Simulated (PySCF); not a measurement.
SMILES [OH+]=C1CCCC1 (charge +1) (GFN2-xTB optimised geometry):

```
15

O     -1.249     2.160     0.000
C     -0.581     1.083     0.000
C     -1.111    -0.284     0.008
C      0.103    -1.173    -0.296
C      1.278    -0.373     0.272
C      0.883     1.083     0.000
H     -2.224     2.091    -0.027
H     -1.470    -0.487     1.027
H     -1.968    -0.435    -0.653
H      0.018    -2.160     0.149
H      0.211    -1.296    -1.374
H      1.369    -0.538     1.346
H      2.224    -0.640    -0.191
H      1.207     1.388    -1.005
H      1.313     1.826     0.675
```

Level of theory: PySCF with PBE0/def2-TZVP.

Task: What are the frontier orbital energies?

Result: HOMO-2 -14.80 eV, HOMO-1 -14.74 eV, HOMO -14.14 eV, LUMO -7.62 eV, LUMO+1 -4.29 eV.

On the same geometry PBE/def2-TZVP run with PySCF 2.14.0 gives HOMO-2 -13.34 eV, HOMO-1 -13.31 eV, HOMO -12.72 eV, LUMO -8.68 eV, LUMO+1 -5.25 eV.

Meta-Löwdin charges at PBE0/def2-TZVP: O1 -0.28, C2 0.48, C3 -0.26, C4 -0.21, C5 -0.21, C6 -0.25, H7 0.41, H8 0.19, H9 0.17, H10 0.15, H11 0.13, H12 0.13, H13 0.15, H14 0.19, H15 0.18.
